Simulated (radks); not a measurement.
All-electron atom: the lead ion Pb4+ in [Xe] 4f14 5d9 6p1 (not the ground configuration).

Calculated with a radial shooting solver on a logarithmic mesh with Libxc functionals: Dirac Kohn-Sham, LDA (Slater exchange, Perdew-Wang correlation), spin-unpolarised, spherical densities, finite nucleus; open shells fill j = l - 1/2 first; Fermi nuclear charge, rms radius 5.5012 fm.

Energy parts (eV):
| part | energy |
|---|---|
| total | -568907.19 |
| kinetic | 661341.27 |
| electron-nucleus | -1435873.87 |
| Hartree | 215889.33 |
| exchange-correlation | -10263.93 |

Orbitals (lengths in bohr, moments of r in powers of bohr; r(max) is where P^2 peaks):
orbital  occ.  eigenvalue (eV)      <r^2>    r(max)  small-component weight
1s1/2       2        -87896.65  0.0003580  0.009854                9.77e-02
2s1/2       2        -15749.95   0.005372   0.05743                2.25e-02
2p1/2       2        -15138.92   0.003777   0.04199                2.27e-02
2p3/2       4        -12951.96   0.004959   0.04971                1.99e-02
3s1/2       2        -3816.328    0.03483    0.1616                7.58e-03
3p1/2       2        -3538.185    0.03161    0.1504                7.54e-03
3p3/2       4        -3050.345    0.03796    0.1661                6.74e-03
3d3/2       4        -2588.594    0.02894    0.1288                6.63e-03
3d5/2       6        -2484.674    0.03065    0.1331                6.42e-03
4s1/2       2        -899.9733     0.1670    0.3630                2.62e-03
4p1/2       2        -779.2993     0.1692    0.3603                2.52e-03
4p3/2       4        -659.6068     0.2007    0.3921                2.21e-03
4d3/2       4        -461.8844     0.2084    0.3832                2.01e-03
4d5/2       6        -439.5339     0.2193    0.3929                1.93e-03
4f5/2       6        -183.2432     0.2430    0.3470                1.57e-03
4f7/2       8        -178.2012     0.2497    0.3515                1.54e-03
5s1/2       2        -190.8766     0.8113    0.7885                7.12e-04
5p1/2       2        -149.2929     0.9260    0.8256                6.27e-04
5p3/2       4        -126.3898      1.116    0.9023                5.31e-04
5d3/2       4         -67.9998      1.701     1.042                3.54e-04
5d5/2       5         -65.1401      1.806     1.072                3.34e-04
5f5/2       0         -20.2660      8.373     2.247                6.67e-05
5f7/2       0         -20.1705      8.500     2.271                6.54e-05
6s1/2       0         -50.9185      4.372     1.817                1.49e-04
6p1/2       1         -40.4255      5.555     2.032                1.19e-04
6p3/2       0         -36.8514      6.504     2.217                1.04e-04

The highest occupied level is 6p1/2 at -40.425 eV. The configuration is held as typed, so some empty levels lie below it. The electron density at the nucleus is 2.724e+06 e/bohr^3. Summed over all electrons, <r^2> = 37.03 bohr^2, which gives a Langevin (diamagnetic) susceptibility term of -29.3 x 10^-6 cm^3/mol. The density falls to 0.001 e/bohr^3 at r = 3.42 bohr.
